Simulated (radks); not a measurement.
Q: The strontium ion Sr28+, configuration [Ne]. All-electron calculation, scalar-relativistic Kohn-Sham, PBE, spin-polarised, spherical densities, point nucleus. Program: a radial shooting solver on a logarithmic mesh with Libxc functionals. Some entries of the table are withheld. Estimate them.

orbital,occ.,eigenvalue (eV),<1/r> (bohr^-1)
1s,2,(1),(2)
2s,2,-3516.554,8.880
2p,6,(3),8.652
3s,0,-1413.902,(4)
3p,0,-1344.397,(5)
3d,0,-1259.324,(6)

A: 
(1) 1s eigenvalue (eV): -17383.15
(2) 1s <1/r> (bohr^-1): 39.02
(3) 2p eigenvalue (eV): -3292.307
(4) 3s <1/r> (bohr^-1): 3.627
(5) 3p <1/r> (bohr^-1): 3.529
(6) 3d <1/r> (bohr^-1): 3.366
